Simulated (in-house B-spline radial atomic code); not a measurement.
Configurations of Pd III (Pd2+), with energies counted from [Kr] 4d8. Method: scalar-relativistic (X2C) Hartree-Fock, spin-polarised, averaged over the determinants with the given up and down occupations, Fermi nucleus of rms radius 4.5318 fm. Calculated with an all-electron radial atomic-structure program (B-spline basis). Shells without spins written out take the highest spin.

Occupations are held fixed; configurations that lie above the ionisation limit could autoionise.

| configuration | E - E(ref) (eV) | highest orbital | its <r> (bohr) |
| --- | --- | --- | --- |
| [Kr] 4d7 5s1 | 6.0441 | 5s up | 2.571 |
| [Kr] 4d(2 up, 5 down) 5s(1 up, 0 down) | 7.0154 | 5s up | 2.651 |
| [Kr] 4d(2 up, 5 down) 5d(0 up, 1 down) | 19.769 | 5d down | 4.558 |
| [Ar] 3d10 4s2 4p5 4d8 5s1 | 60.109 | 5s up | 2.558 |
| [Ar] 3d10 4s2 4p5 4d8 5d1 | 73.883 | 5d up | 4.526 |

(1) Order these further configurations by energy, lowest first.
A. [Ar] 3d10 4s2 4p5 4d8 5p1
B. [Ar] 3d10 4s2 4p5 4d9
C. [Kr] 4d(4 up, 4 down)
D. [Kr] 4d(2 up, 5 down) 5p(1 up, 0 down)
E. [Kr] 4d7 5p1

Answers

(1) C (1.1056 eV), E (12.447 eV), D (12.991 eV), B (54.256 eV), A (66.55 eV).
